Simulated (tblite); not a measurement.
Compound: CH4BCl2O (charge -1).
Geometry (GFN2-xTB, Å), atoms numbered from 1 in this order:
```xyz
9
CH4BCl2O angstrom
O     -1.2646    1.1166   -0.3374
B     -0.6546    0.0488    0.3711
Cl    -1.4412   -1.6590   -0.2200
C      0.9188   -0.2510   -0.0092
Cl     2.0163    1.0560    0.5127
H     -1.0675    1.0711   -1.2732
H     -0.8759    0.1237    1.5403
H      1.2962   -1.1524    0.4759
H      1.0860   -0.3476   -1.0854
```

Level: GFN2-xTB in tblite, geometry and Hessian alike; calculated harmonic values, unscaled, isolated species. Errors from tens to a few hundred cm⁻¹ against measured bands are possible. Modes of hydrogen on boron can be 10 to 20 % off. One conformer, not necessarily the lowest.

Harmonic wavenumbers (cm⁻¹): 72.2, 137.3, 220.1, 256.5, 363.9, 397.3, 479.3, 684.7, 739.9, 831.6, 918.8, 987.6, 1061.8, 1132.9, 1147.2, 1224.7, 1459.8, 2441.3, 2945.7, 2975.5, 3629.6.

A = 6328, B = 1380, C = 1180 MHz; mass 112.973 u (most abundant isotopes); point group C1, symmetry number 1.

**Question.** Zero-point energy?

**Answer.** Half the sum of the wavenumbers: 12054 cm⁻¹ = 34.46 kcal/mol.

**Question.** Entropy at 273.15 K, 1 bar (ideal gas, RRHO, classical rotation)?

**Answer.** Translation 39.67, rotation 27.57, vibration 13.25: S = 80.5 cal/(mol K).

**Question.** And Cp and H(273.15 K) − H(0)?

**Answer.** Cp = 22.69 cal/(mol K), of which vibrations give 14.74 (their classical limit is 21 R = 41.7); H(273.15 K) − H(0) = 4.19 kcal/mol without the zero-point energy, 2.02 from vibrations.

**Question.** Which modes carry the vibrational entropy at 273.15 K?

**Answer.** 72.2 cm⁻¹: 3.92; 137.3 cm⁻¹: 2.67; 220.1 cm⁻¹: 1.80; 256.5 cm⁻¹: 1.53; 363.9 cm⁻¹: 0.97; 397.3 cm⁻¹: 0.85 cal/(mol K); the other 15 give 1.50 together.

**Question.** How do the functions run with temperature in this model?

**Answer.** 
```tsv
T (K)	S (cal/(mol K))	Cp (cal/(mol K))	H − H(0) (kcal/mol)	G − H(0) (kcal/mol)	ln q(vib)
100	62.9	13.5	1.03	-5.26	0.66
200	74.0	19.0	2.66	-12.14	1.96
300	82.7	24.0	4.82	-19.99	3.32
500	96.8	31.5	10.42	-38.00	5.98
800	113.1	37.7	20.90	-69.61	9.65
1000	121.9	40.3	28.73	-93.13	11.84
```

q(vib) and H(0) count from the zero-point level.

**Question.** What must be added to the electronic energy to get the Gibbs energy at 273.15 K and 1 bar?

**Answer.** ZPE + [H(273.15 K) − H(0)] − T·S = 34.46 + 4.19 − 21.99 = 16.66 kcal/mol.

**Question.** Blend soft modes into free rotors: weight 1/[1 + (100 cm⁻¹/ν̃)⁴] for the oscillator and the rest for a rotor with moment μB/(μ + B), μ = h/(8π²ν), B = 10⁻⁴⁴ kg m². What vibrational entropy results?

**Answer.** 12.57 cal/(mol K) in place of 13.25, which changes −T·S at 273.15 K by +0.19 kcal/mol.

Hindered rotation and anharmonicity are outside this model. Other conformers, if any are populated, would add a mixing term that is left out. The structure is chiral; the term R ln 2 for an equal mix with its mirror image is left out.
